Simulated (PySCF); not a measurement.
Stepwise substitution at one centre (Al Br-H). All species are isolated molecules in the gas phase. Strings in code marks are SMILES.

Computed with PySCF with PBE-D3(BJ)/def2-TZVP // B3LYP-D3(BJ)/def2-TZVP. Excitations are Tamm–Dancoff values on a coarser integration grid. The basis has no diffuse functions, so Rydberg states are missing or too high.

```
species                                         LUMO (eV)  T1 excitation (TDA) (eV)
----------------------------------------------  ---------  ------------------------
0 of 3 Br replaced by H (`[Br][Al]([Br])[Br]`)      -2.45                      4.80
1 of 3 Br replaced by H                               [?]                      4.89
2 of 3 Br replaced by H (`[AlH2][Br]`)              -2.51                      4.36
3 of 3 Br replaced by H (`[AlH3]`)                  -2.52                         –
```

Question: Fill in the missing entries.

Answer: 
- 1 of 3 Br replaced by H, LUMO (eV): -2.41
